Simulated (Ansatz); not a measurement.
C4H11Ga (`C[CH2][GaH][CH2]C`), relaxed with RKS PBE-D4/def2-SVP in the Gaussian-basis code of Ansatz from a rough embedded geometry. The force threshold is 0.03 eV/Å; the program also tests the step.

Charge 0, multiplicity 1.

Start:

```xyz
16

C     1.249    0.074    1.900
C     0.105   -0.732    1.360
Ga    1.355   -0.006   -0.367
C    -0.289    0.644   -1.365
C    -1.646    0.237   -1.700
H     1.292    0.062    2.974
H     1.241    1.071    1.481
H     2.201   -0.469    1.523
H     0.143   -1.797    1.791
H    -0.834   -0.249    1.710
H     0.950   -1.555   -0.891
H    -0.246    1.628   -0.818
H     0.405    0.770   -2.350
H    -1.584   -0.757   -2.199
H    -2.209    0.136   -0.732
H    -2.132    0.943   -2.319
```

Problem. By how much does the energy fall, and how many steps does the optimiser take? (An estimate is asked.)

Solution. Ansatz gave: 466.32 kJ/mol, in 13 steps, 1 of them rejected.

Problem. Which bonds change most? (Estimate.)

Solution. The calculation gave: C2–Ga3 from 2.252 to 1.999 Å; C4–H13 from 1.211 to 1.110 Å; Ga3–H11 from 1.685 to 1.595 Å; C4–C5 from 1.456 to 1.540 Å.

Problem. Give the relaxed structure. (Best estimate.)

Solution. Ansatz gave: 
```xyz
16

C     1.469    0.082    2.228
C     0.329   -0.688    1.537
Ga    0.538   -0.691   -0.451
C    -0.344    0.713   -1.566
C    -1.783    0.315   -1.941
H     1.358    0.090    3.334
H     1.513    1.144    1.907
H     2.465   -0.362    2.013
H     0.300   -1.736    1.902
H    -0.650   -0.230    1.794
H     1.422   -1.823   -1.146
H    -0.351    1.667   -0.995
H     0.257    0.892   -2.482
H    -1.817   -0.619   -2.541
H    -2.420    0.148   -1.046
H    -2.287    1.099   -2.548
```
